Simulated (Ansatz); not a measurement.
Reaction (ligand exchange at a Ge–C bond): `F[CH](F)[GeH2][SiH3]` + H–F → `[F][GeH2][SiH3]` + difluoromethane

Program: Ansatz. Geometries: PBE0-D4/def2-TZVP. ΔE: electronic, gas phase. CCSD(T)/CBS is the MP2 limit (def2-TZVPP, def2-QZVPP) plus CCSD(T) − MP2 in def2-TZVPP, frozen cores. This one scheme is used for every species. DFT in def2-TZVPP. For Ge outer-core shells are correlated without core-valence functions, which leaves a few kJ/mol of doubt a bond. Scalar relativity is left out up to krypton. Each species was taken in one conformer, which may not be the lowest.

```
 level  ΔE (kcal/mol)
PBE-D4          -18.8
   PBE          -20.1
```

Problem. What does CCSD(T)/CBS give? (Best estimate.)

Solution. Computed: -19.4 kcal/mol. The listed levels differ from it by 0.6, -0.7 kcal/mol.

Largest T1 diagnostic among the species: 0.012.

In def2-TZVPP, CCSD(T) changes the Hartree–Fock value by +8.9 kcal/mol (the triples alone add +1.0 kcal/mol) and MP2 by +8.9 kcal/mol. The D4 term adds +2.0 kcal/mol with B3LYP and +1.2 kcal/mol with PBE0; it sums over pairs of atoms, weighted by their polarisabilities, and B3LYP, whose exchange is more repulsive, gets the larger term.

B3LYP here is the variant with VWN-RPA as its local correlation; programs differ in this.
